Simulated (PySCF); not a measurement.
The same groups moved round the core (benzothiophene boryl+boryl). Gas-phase values, no solvent. One relaxed conformer stands for each flexible species; it need not be the lowest. Strings in code marks are SMILES.

The numbers are results of B3LYP-D3(BJ)/def2-TZVP // PBE0-D4/def2-SVP (PySCF 2.14.0), not measurements. B3LYP has the VWN-RPA correlation part, as in Gaussian. Excitations are Tamm–Dancoff values on a coarser integration grid. The basis has no diffuse functions, so Rydberg states are missing or too high.

```tsv
species	LUMO (eV)	S1 excitation (TDA) (eV)	HOMO–LUMO gap (eV)	S1–T1 gap (TDA) (eV)	brightest of the four lowest singlets (TDA) (eV)
`s1ccc2c1cc(B)cc2B`	-2.64	3.66	4.05	0.92	4.51
`Bc1cc(B)c2sccc2c1`	-2.57	3.54	4.05	0.78	4.74
`Bc1cc2c(B)cccc2s1`	-2.91	3.43	3.73	1.02	4.29
`c12c(B)cccc1cc(s2)B`	-2.75	3.45	3.87	0.93	4.55
`Bc1csc2cc(ccc21)B`	-2.47	3.87	4.27	0.96	4.58
`c1cc(B)cc2sc(cc21)B`	-3.03	3.28	3.59	0.96	4.11
`c1cc(cc2cc(B)sc12)B`	-2.68	3.63	3.98	1.04	4.62
`Bc1csc2c(B)cccc12`	-2.47	3.83	4.26	0.95	4.24
```
